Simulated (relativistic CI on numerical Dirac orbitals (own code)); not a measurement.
# Se⁶⁺: calculation against measurement

Method of calculation: Dirac-Coulomb-Breit CI, orbitals from a KLI potential per configuration, a model potential for QED, unscaled Slater integrals (own radial code, finite nucleus).

Configurations in the expansion (outside the closed core [Ne] 3s2): 3p6 3d10, 3p6 3d9 4s, 3p6 3d9 4p, 3p6 3d9 4d, 3p6 3d9 5s, 3p6 3d9 5p, 3p6 3d9 4f, 3p6 3d8 4s2, 3p6 3d9 5d, 3p6 3d9 5f, 3p6 3d9 5g, 3p6 3d8 4s 4p, 3p6 3d8 4p2, 3p6 3d8 4s 4d, 3p5 3d10 4s, 3p6 3d8 4p 4d. Levels of other configurations are missing.

| Configuration | Term (tabulated) | J | Measured (cm⁻¹) | Computed | Error | Purity (%) |
| --- | --- | --- | --- | --- | --- | --- |
| 3p6 3d10 | 1S | 0 | 0.0 | 0 | 0 | 100 |
| 3p6 3d9 4p | 3P° | 1 | 565700.0 | 554846 | -10854 | 96 |
| 3p6 3d9 4f | 3P° | 1 | 904500.0 | 890425 | -14075 | 91 |
| 3p6 3d9 4f | 1P° | 1 | 909100.0 | 905750 | -3350 | 87 |
| 3p6 3d9 4f | 3D° | 1 | 917300.0 | 895654 | -21646 | 82 |
| 3p6 3d9 5f | 1P° | 1 | 1033500.0 | 1028231 | -5269 | 85 |

Measured levels from Moore, Atomic Energy Levels, vol. II, NSRDS-NBS 35 (1971 reprint of NBS Circular 467, 1952); pairs were made by configuration, J and term (by order where the table uses no LS term), so strongly mixed levels may be paired wrongly. The analysis dates from before 1960.

Mean error by configuration (cm⁻¹): 3p6 3d9 4p -10854; 3p6 3d9 4f -13024; 3p6 3d9 5f -5269. Over the excited levels the mean absolute error is 11039 cm⁻¹ (5 of the 6 excited levels that our extract of the source holds in range could be paired, and the others can miss by more), and the median relative error of those above 1,000 cm⁻¹ is 1.6 %.
